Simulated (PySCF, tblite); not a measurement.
Isomers of C4H12O2SSi2, one GFN2-xTB conformer each. Single-point energies are computed at PBE0/pcSseg-1 (PySCF, gas phase, no added dispersion term), electronic only.

```
                         SMILES  GFN2-xTB relative energy (kJ/mol)
     CC[C@]1(S[SiH3])CO[SiH2]O1                                5.2
      C[SiH2]CS[Si@@H](O)C(C)=O                              312.7
C[Si@@H](/C=C/[S@](C)=O)O[SiH3]                              283.7
    CS[C@@H]1CCO[Si@@H]1O[SiH3]                                0.0
```

Conformers: `[CH3:1][CH2:2][C@:3]1([S:4][SiH3:5])[CH2:6][O:7][SiH2:8][O:9]1` with C1–C2–C3–S4 61°, C2–C3–S4–Si5 91°; `[CH3:1][SiH2:2][CH2:3][S:4][Si@@H:5]([OH:6])[C:7]([CH3:8])=[O:9]` with C1–Si2–C3–S4 65°, Si2–C3–S4–Si5 -172°, C3–S4–Si5–O6 55°, S4–Si5–O6–H 132°, S4–Si5–C7–C8 45°; `[CH3:1][Si@@H:2](/[CH:3]=[CH:4]/[S@:5]([CH3:6])=[O:7])[O:8][SiH3:9]` with C1–Si2–C3–C4 116°, C3–C4–S5–C6 108°; `[CH3:1][S:2][C@@H:3]1[CH2:4][CH2:5][O:6][Si@@H:7]1[O:8][SiH3:9]` with C1–S2–C3–C4 176°, O6–Si7–O8–Si9 -67°, S2–C3–C4–C5 -156°, C3–C4–C5–O6 40°, C4–C5–O6–Si7 -28°, C5–O6–Si7–O8 127°.

**Question.** What does PBE0/pcSseg-1 give for the same structures?

**Answer.** 
| SMILES | PBE0/pcSseg-1 E (Eh) | PBE0/pcSseg-1 (kJ/mol) | GFN2-xTB (kJ/mol) | point group |
| --- | --- | --- | --- | --- |
| CS[C@@H]1CCO[Si@@H]1O[SiH3] | -1286.57246 | 0.0 | 0.0 | C1 |
| C[SiH2]CS[Si@@H](O)C(C)=O | -1286.53625 | 95.1 | 312.7 | C1 |
| CC[C@]1(S[SiH3])CO[SiH2]O1 | -1286.53610 | 95.5 | 5.2 | C1 |
| C[Si@@H](/C=C/[S@](C)=O)O[SiH3] | -1286.47299 | 261.2 | 283.7 | C1 |

Both levels put the same isomer lowest; measured from each level's own lowest isomer, the values differ by up to 217.6 kJ/mol (C[SiH2]CS[Si@@H](O)C(C)=O: 312.7 against 95.1). As drawn, the highest has an S=O bond and a C=C bond outside aromatic rings, which the lowest lacks. Neighbours under 10 kJ/mol apart (C[SiH2]CS[Si@@H](O)C(C)=O and CC[C@]1(S[SiH3])CO[SiH2]O1) can change places with a better method, another conformer or zero-point energy.

**Question.** Which frontier levels, dipoles and rotational constants go with these structures?

**Answer.** 
```json
{"SMILES": "CS[C@@H]1CCO[Si@@H]1O[SiH3]", "HOMO (eV, PBE0/pcSseg-1)": "-6.26", "LUMO (eV)": "0.28", "dipole (D)": "1.01", "A, B, C (MHz)": "1057, 974.0, 626.0"}
{"SMILES": "C[SiH2]CS[Si@@H](O)C(C)=O", "HOMO (eV, PBE0/pcSseg-1)": "-7.01", "LUMO (eV)": "-1.34", "dipole (D)": "1.01", "A, B, C (MHz)": "2111, 417.3, 392.5"}
{"SMILES": "CC[C@]1(S[SiH3])CO[SiH2]O1", "HOMO (eV, PBE0/pcSseg-1)": "-6.92", "LUMO (eV)": "0.25", "dipole (D)": "1.66", "A, B, C (MHz)": "1216, 970.9, 675.5"}
{"SMILES": "C[Si@@H](/C=C/[S@](C)=O)O[SiH3]", "HOMO (eV, PBE0/pcSseg-1)": "-6.79", "LUMO (eV)": "-0.83", "dipole (D)": "3.60", "A, B, C (MHz)": "1434, 470.6, 399.0"}
```

**Question.** What happens when harmonic zero-point energies from GFN2-xTB frequencies are added?

**Answer.** 
```json
{"SMILES": "CS[C@@H]1CCO[Si@@H]1O[SiH3]", "ZPE (kJ/mol)": "400.3", "electronic (kJ/mol)": "0.0", "with ZPE (kJ/mol)": "0.0"}
{"SMILES": "C[SiH2]CS[Si@@H](O)C(C)=O", "ZPE (kJ/mol)": "392.5", "electronic (kJ/mol)": "95.1", "with ZPE (kJ/mol)": "87.3"}
{"SMILES": "CC[C@]1(S[SiH3])CO[SiH2]O1", "ZPE (kJ/mol)": "399.7", "electronic (kJ/mol)": "95.5", "with ZPE (kJ/mol)": "94.9"}
{"SMILES": "C[Si@@H](/C=C/[S@](C)=O)O[SiH3]", "ZPE (kJ/mol)": "383.8", "electronic (kJ/mol)": "261.2", "with ZPE (kJ/mol)": "244.7"}
```

The zero-point energies span 16.5 kJ/mol. The order is unchanged.
